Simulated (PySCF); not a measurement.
GaCl2(CCH), C2HCl2Ga.
Geometry (PBE0-D3(BJ)/def2-SVP, Å), atoms numbered from 1 in this order:
```
atom  x, y, z in Å
Ga1    0.5736    1.0005    0.0042
Cl2    2.7017    1.0516    0.0387
Cl3   -0.4080    2.8894   -0.0427
C4    -0.3757   -0.6306    0.0037
C5    -0.9793   -1.6878   -0.0003
H6    -1.5123   -2.6232   -0.0036
```

Computed, not measured: TDDFT wB97X-D/def2-SVPD, vertical, gas phase, core orbitals frozen in the response in PySCF. Relativistic effects, spin–orbit coupling among them, are left out although an element past zinc is present.

Ground-to-excited transition dipoles (e·a0, same axes as the geometry; the sign carries no meaning), for the states with f of 0.002 or more among the lowest 12:

| state | E (eV) | μx | μy | μz |
| --- | --- | --- | --- | --- |
| S2 | 5.838 | -0.261 | -0.448 | -0.001 |
| S6 | 6.711 | -0.177 | 0.100 | -0.004 |
| S7 | 6.885 | 0.356 | -0.217 | 0.009 |
| S9 | 7.103 | 0.001 | 0.005 | 0.122 |
| S10 | 7.166 | 0.229 | 0.354 | -0.005 |
| S11 | 7.316 | -0.663 | 0.348 | -0.016 |
| S12 | 7.361 | -0.400 | -0.761 | 0.013 |

Work out the oscillator strengths.

f = (2/3) ΔE |μ|² with ΔE in hartree (27.2114 eV).

| state | \|μ\|² (au) | \|μ\| (D) | f |
| --- | --- | --- | --- |
| S2 | 0.269 | 1.32 | 0.038 |
| S6 | 0.041 | 0.52 | 0.007 |
| S7 | 0.174 | 1.06 | 0.029 |
| S9 | 0.015 | 0.31 | 0.003 |
| S10 | 0.178 | 1.07 | 0.031 |
| S11 | 0.561 | 1.90 | 0.101 |
| S12 | 0.739 | 2.19 | 0.133 |

All atoms lie in one plane. Which transitions are polarised in it and which across it?

In the plane: S2, S6, S7, S10, S11 and S12. Perpendicular: S9. In-plane polarisation joins two orbitals of the same parity under reflection in the plane (π with π, or σ with σ, in-plane lone pairs counted as σ); perpendicular polarisation joins orbitals of opposite parity.

Which bond between heavy atoms lies closest to the direction of the S12 transition dipole?

C4–C5 and Ga1–C4, at 2° from it; next Ga1–Cl3 at 55°.

What angle do the transition dipoles of S2 and S11 make?

|cos θ| = |μa·μb| / (|μa| |μb|) = 0.04, so θ ≈ 87° (taken between 0 and 90°, since the signs are arbitrary).

How is the summed strength of these states shared among x, y and z?

(2/3) Σ ΔE μα² gives 0.153 for x, 0.187 for y and 0.003 for z, 0.342 in all.

The vertical ionisation energy (ΔSCF) is 11.22 eV, 3.86 eV above S12.
